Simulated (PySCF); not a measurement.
NaSe: energy against distance

Set-up: PySCF, no relativity, basis sets Na def2-TZVPP, Se def2-TZVPP. Energies in eV from Na + Se in their ground configurations at the same level. State: ²Π (doublet), unpaired electrons π ↑.

All columns are B2PLYP. A positive dipole means Na(−)Se(+).

| R (Å) | E (eV) | μ (D) | Mulliken charge on Na (basis-dependent) | HOMO (eV) | LUMO (eV) | Mayer bond order | ⟨S²⟩ |
| --- | --- | --- | --- | --- | --- | --- | --- |
| 2.243 | -1.885 | -7.39 | 0.68 | -6.15 | -1.49 | 0.61 | 0.76 |
| 2.347 | -2.157 | -7.71 | 0.66 | -6.03 | -1.39 | 0.64 | 0.76 |
| 2.451 | -2.307 | -8.04 | 0.65 | -5.93 | -1.29 | 0.66 | 0.76 |
| 2.530 | -2.360 | -8.29 | 0.63 | -5.85 | -1.22 | 0.67 | 0.76 |
| 2.608 | -2.375 | -8.54 | 0.62 | -5.78 | -1.27 | 0.69 | 0.76 |
| 2.686 | -2.361 | -8.80 | 0.61 | -5.71 | -1.33 | 0.70 | 0.76 |
| 2.791 | -2.308 | -9.15 | 0.60 | -5.63 | -1.41 | 0.70 | 0.76 |
| 2.921 | -2.205 | -9.59 | 0.60 | -5.53 | -1.51 | 0.70 | 0.76 |
| 3.077 | -2.048 | -10.12 | 0.60 | -5.42 | -1.63 | 0.70 | 0.76 |
| 3.286 | -1.811 | -10.81 | 0.60 | -5.29 | -1.78 | 0.68 | 0.76 |

A fit through these points gives, at Re = 2.605 Å, μ = -8.54 D and dμ/dR = -3.26 D/Å; the reduced mass is 17.85 u.

Task: How strong is the fundamental in the double-harmonic approximation, I = 42.26·(dμ/dR)²/μred km/mol?

Result: I = 42.26·(-3.26)²/17.85 = 25.2 km/mol at B2PLYP.

Correlated steps freeze 10 core orbitals. Spin–orbit coupling is left out. B2PLYP dipoles, levels and charges come from its SCF part alone. The state is the lowest determinant that a PBE0 search found; another state may lie lower at other levels.
